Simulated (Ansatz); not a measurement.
The cluster Zn2Br3, relaxed as a doublet with UKS PBE-D4/def2-SVP in Ansatz, starting from the GFN1-xTB geometry. Force threshold 0.02 eV/Å.

Another isomer (doublet) lies 0.65 eV lower at PBE0-D4/def2-TZVP; other spin states weren't run for this one.

Start:

```xyz
5

Zn    0.817   -0.007   -0.330
Zn   -1.552    0.008    0.634
Br   -0.723   -0.668   -2.090
Br    1.133   -1.586    1.386
Br    0.325    2.253    0.401
```

Problem. Estimate the energy that the relaxation releases and the steps that it takes.

Solution. 0.10 eV, in 4 steps; 12 s on 4 threads of Arm Neoverse V1 on a shared host. No frequencies were taken in this run, so the end may be a saddle point.

Problem. Does the start keep its bonding and symmetry?

Solution. By distances, no bond broke or formed. The bond that changes most is Zn2–Br5, from 2.94 to 2.75 Å (atoms count from 1). Point group Cs at the start, Cs at the end, both within 0.05 Å.

Problem. Predict the relaxed structure.

Solution. 
```xyz
5

Zn    0.939   -0.010   -0.379
Zn   -1.502    0.035    0.585
Br   -0.749   -0.627   -1.968
Br    1.069   -1.547    1.365
Br    0.243    2.149    0.398
```
Bond lengths (bridged metal pairs left out): 5 × Br–Zn 2.33 to 2.75 Å.
